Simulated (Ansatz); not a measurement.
Relaxation of C₂H₆Ge (9 atoms, charge 0, multiplicity 1), to a largest force component of 0.015 eV/Å in at most 40 steps.

Computed with Ansatz 0.2.0, RKS PBE/def2-SVP.

```xyz
9
Properties=species:S:1:pos:R:3:forces:R:3
C -0.742 0.771 -1.062 -1.55 3.79 -2.35
C 0.059 0.763 -0.053 2.12 0.09 2.37
Ge 0.483 -0.910 0.759 -1.11 -0.83 1.18
H -1.173 -0.078 -1.466 -1.19 -2.28 -1.09
H -1.035 1.762 -1.548 0.21 -0.95 0.26
H 0.511 1.695 0.324 -0.02 0.04 0.10
H 0.027 -0.865 2.300 0.26 -0.08 -0.65
H 1.958 -1.184 0.718 0.87 -0.27 -0.03
H -0.360 -2.070 0.058 0.41 0.49 0.20
```

Problem. Where does it end, and by what steps?

Solution. It converged. After 6 steps the energy has fallen by 0.335 eV; H4 moved furthest, 0.14 Å.

```tsv
step	energy less start (eV)	largest force component (eV/Å)	accepted
0	0.0000	3.794	yes
1	-0.3057	1.190	yes
2	-0.3020	0.541	no
3	-0.3328	0.215	yes
4	-0.3344	0.017	yes
5	-0.3345	0.021	yes
6	-0.3346	0.009	yes
```

```xyz
9
Properties=species:S:1:pos:R:3
C -0.788 0.842 -1.115
C 0.044 0.746 -0.061
Ge 0.476 -0.940 0.823
H -1.282 -0.042 -1.554
H -1.014 1.812 -1.592
H 0.512 1.665 0.337
H 0.063 -0.895 2.320
H 2.003 -1.215 0.759
H -0.287 -2.089 0.111
```

Run time: 15 s on 1 thread of Arm Neoverse V2 (shared host), peak memory 0.12 GiB.
